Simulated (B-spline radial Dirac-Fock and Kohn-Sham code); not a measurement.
# Two-hole binding energies of Xe²⁶⁺

System: Xe²⁶⁺ in the configuration 1s2 2s2 2p6 3s2 3p6 3d10.

Method: relaxed Dirac-Fock hole states (ΔSCF) with Breit and QED corrections and a finite nucleus. Computed with an atomic code on a B-spline grid. U is the two-hole binding energy less the two single-hole energies, the effective repulsion of the holes after relaxation. Each two-hole energy is an average over J within one jj subconfiguration.

| holes | E(a) (eV) | E(b) (eV) | E(ab) (eV) | U (eV) |
| --- | --- | --- | --- | --- |
| 1s⁻² | 35458.6 | 35458.6 | 71846.4 | 929.2 |
| 1s⁻¹ 2p3/2⁻¹ | 35458.6 | 5656.9 | ? | ? |
| 2s⁻² | 6324.8 | 6324.8 | 12830.8 | 181.1 |
| 2s⁻¹ 2p1/2⁻¹ | 6324.8 | 5979.0 | 12476.4 | 172.6 |
| 2p1/2⁻² | 5979.0 | 5979.0 | 12176.6 | 218.6 |
| 2s⁻¹ 2p3/2⁻¹ | 6324.8 | 5656.9 | 12149.8 | 168.1 |
| 2s⁻¹ 3p3/2⁻¹ | 6324.8 | 1751.8 | 8168.9 | 92.3 |
| 2p1/2⁻¹ 3p3/2⁻¹ | 5979.0 | 1751.8 | 7826.0 | 95.2 |
| 2p3/2⁻¹ 3s⁻¹ | 5656.9 | 1959.7 | 7709.0 | 92.3 |
| 2p1/2⁻¹ 3d3/2⁻¹ | 5979.0 | 1507.2 | 7584.2 | 98.0 |
| 2p1/2⁻¹ 3d5/2⁻¹ | 5979.0 | 1493.6 | 7573.0 | 100.4 |
| 2p3/2⁻¹ 3p1/2⁻¹ | 5656.9 | 1816.9 | 7570.8 | 97.1 |
| 3p3/2⁻² | 1751.8 | 1751.8 | 3577.2 | 73.7 |
| 3d5/2⁻² | 1493.6 | 1493.6 | 3068.3 | 81.0 |

Q: Give the missing two-hole energy and U.

A: E(ab) = 41383.7 eV and U = 268.2 eV.
